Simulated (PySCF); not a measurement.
Ga(H)(Cl)(vinyl) (C2H4ClGa), SMILES [GaH]([Cl])[CH]=C. Atoms are numbered in the order given.

```xyz
8

Ga    -0.7266     0.0745     0.0000
H     -2.1729     0.6525     0.0000
Cl     0.8654     1.5572     0.0000
C     -0.0675    -1.7549     0.0000
C      1.2527    -2.0113     0.0000
H     -0.7687    -2.5995     0.0000
H      1.6506    -3.0336     0.0000
H      1.9927    -1.2029     0.0000
```
Charge 0, spin multiplicity 1.

The structure is a stationary point at TPSSh-D3(BJ)/def2-SVP. Other conformers were not sampled.

These are PBE/pcSseg-1 run with PySCF values and carry that method's errors.

GIAO shieldings, no solvent; atoms alike by connectivity are averaged. δ = σ(ref) − σ: ¹H against TMS (σ = 31.49 ppm); ³⁵Cl against HCl (σ = 936.5 ppm); ¹³C against TMS (σ = 182.0 ppm), references at their B3LYP-D3(BJ)/def2-TZVP geometries, non-relativistic (without spin–orbit terms, shifts of atoms bonded to Cl or Br come out too high).

**Question.** Estimate the chemical shifts. (The exact figures need the calculation; the answer reports its results.)

**Answer.** 
| nucleus | atoms | count | δ (ppm) |
|---|---|---|---|
| ¹H | H7, H8 | 2 | 7.25 |
| ¹H | H6 | 1 | 7.10 |
| ¹H | H2 | 1 | 6.55 |
| ³⁵Cl | Cl3 | 1 | 103.8 |
| ¹³C | C5 | 1 | 154.5 |
| ¹³C | C4 | 1 | 149.8 |
